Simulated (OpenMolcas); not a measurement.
**d1 ions of charge +4 down a group on the Zr site of Cs2ZrCl6**

```json
{"Program": "OpenMolcas 26.06", "Method": "CASSCF", "Spin-orbit coupling": "RASSI with atomic mean-field integrals over the reference wave functions"}
```

The d shell is active. Each dopant is a cluster with its nearest anions in model potentials and point charges, with no relaxation. Distances were set from a Shannon-type radius of the metal (high-spin where two are listed) plus a fixed donor radius (Cl 1.76 Å), in hosts weighted 0.65 to 0.35 with the host's distance in the model lattice. Ligand basis ANO-RCC-VDZP, DKH2 Hamiltonian. States (labels of O, the rotations of Oh). Energies in cm-1 above the lowest state or level, χT in cm3 K/mol; under a threefold ground state the first gap can be a small split of the lowest multiplet, not the spin-orbit step; 10Dq is the gap between the two states. Spin-only χT is S(S+1) / 2 for the spin of the ground state.

```json
{"Ion": "V4+", "Shell": "3d1", "R (Å)": "2.377", "Metal basis": "ANO-RCC-VTZP", "Ground state": "2T2", "First state of that spin": "2E 15772", "10Dq": "15772", "First gap with spin-orbit (degeneracies)": "329.1 (4, 2)", "χT at 300 K": "0.370", "Spin-only χT": "0.375"}
{"Ion": "Nb4+", "Shell": "4d1", "R (Å)": "2.442", "Metal basis": "ANO-RCC-VTZP", "Ground state": "2T2", "First state of that spin": "2E 24284", "10Dq": "24284", "First gap with spin-orbit (degeneracies)": "888.3 (4, 2)", "χT at 300 K": "0.164", "Spin-only χT": "0.375"}
```

|10Dq| changes by a factor of 24284 / 15772 = 1.54 from V4+ to Nb4+.

χT departs most from the spin-only value for Nb4+, by -0.211 cm3 K/mol.

An orbital triplet at a regular site is open to Jahn-Teller coupling, which can distort the site and quench the lowest spin-orbit gaps and is left out. Ligand-to-metal charge-transfer states are missing. The least metal-like active orbital is 75 % on the metal (Löwdin) and no ligand orbital is active, so the numbers are rough (holds for V4+). With metal d orbitals alone and no dynamic correlation the field as a rule comes out too small, by tens of per cent, by up to half for chloride and softer ligands (holds for V4+). The least metal-like active orbital is 72 % on the metal (Löwdin) and no ligand orbital is active, so the numbers are rough (holds for Nb4+). With metal d orbitals alone the field can be off either way by tens of per cent (holds for Nb4+). No measured value stands beside these numbers; the geometry was set by hand and not optimised.
